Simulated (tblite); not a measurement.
Species: C₇H₁₁S (doublet state).
Numbering: `[CH2:1][S:2][CH2:3][C@@H:4]1[CH2:5][C@@H:6]2[CH2:7][C@H:8]12` (hydrogens: H9, H10 on C1; H11, H12 on C3; H13 on C4; H14, H15 on C5; H16 on C6; H17, H18 on C7; H19 on C8)

Computed with GFN2-xTB (tblite), gas phase: L-BFGS steps from a force-field or distance-geometry start until the largest atomic force falls under 0.01 eV/Å.

Geometry at step 13:
```
atom  x, y, z in Å
C1      3.4210    0.3884   -0.2819
S2      2.2579   -0.0589   -1.4287
C3      0.7491    0.7476   -0.7268
C4      0.0866   -0.2093    0.2515
C5     -0.7301   -1.3852   -0.3302
C6     -1.9633   -0.8642    0.3845
C7     -2.2525    0.5282   -0.0661
C8     -1.1767    0.2940    0.9466
H9      4.2307   -0.2951   -0.1627
H10     3.5913    1.4326   -0.1074
H11     1.0708    1.6662   -0.2314
H12     0.1055    0.9945   -1.5715
H13     0.8430   -0.5616    0.9566
H14    -0.3946   -2.3582    0.0191
H15    -0.7965   -1.4143   -1.4150
H16    -2.7131   -1.4900    0.8318
H17    -1.9837    0.8342   -1.0613
H18    -3.1559    0.9837    0.3067
H19    -1.1992    0.7767    1.9087
```

**Question.** Give the atomic forces at this geometry.

**Answer.** 
| atom | Fx (eV/Å) | Fy (eV/Å) | Fz (eV/Å) |
| --- | --- | --- | --- |
| C1 | -0.063 | 0.021 | -0.099 |
| S2 | -0.205 | -0.035 | 0.029 |
| C3 | 0.111 | 0.020 | -0.064 |
| C4 | 0.102 | 0.063 | -0.026 |
| C5 | 0.099 | -0.023 | -0.122 |
| C6 | -0.069 | 0.024 | 0.067 |
| C7 | 0.032 | 0.053 | -0.048 |
| C8 | -0.001 | 0.062 | -0.012 |
| H9 | 0.256 | -0.081 | -0.029 |
| H10 | -0.087 | 0.062 | 0.173 |
| H11 | -0.026 | -0.090 | -0.024 |
| H12 | 0.066 | -0.057 | 0.061 |
| H13 | -0.047 | 0.058 | 0.060 |
| H14 | 0.015 | 0.006 | 0.057 |
| H15 | -0.025 | 0.029 | -0.106 |
| H16 | -0.036 | -0.049 | 0.142 |
| H17 | -0.084 | 0.034 | -0.154 |
| H18 | -0.065 | -0.002 | 0.002 |
| H19 | 0.028 | -0.094 | 0.093 |

The largest, 0.27 eV/Å, acts on H9; the rms over all components is 0.081 eV/Å. The forces sum to zero within rounding, as they must for an isolated molecule in no field.

**Question.** Give the force on H9 in Eh/bohr and in nN.

**Answer.** 0.270 eV/Å ÷ 51.422 = 0.00525 Eh/bohr, and 0.270 eV/Å × 1.602 = 0.43 nN.

**Question.** How far is this geometry from the end of the optimisation?

**Answer.** 0.095 eV above it, and 0.258 Å rms away after alignment. The bonds farthest from their final lengths, with half the difference of the two atoms' forces along the bond (positive lengthens):

```tsv
bond	now (Å)	final (Å)	force along bond (eV/Å)
S2–C3	1.849	1.829	-0.13
C1–S2	1.694	1.700	+0.01
C5–C6	1.518	1.524	+0.12
C1–H9	1.066	1.071	+0.16
C7–H17	1.075	1.080	+0.03
C3–C4	1.520	1.517	0.00
```

The angle farthest from its final value is S2–C3–C4, 109.0° against 111.4°.

The cost below is that of the whole relaxation. Time: 0.6 s wall. Hardware: one thread, Arm Neoverse V2 (aarch64), no GPU, shared host with 96 logical CPUs at a one-minute load of 65.
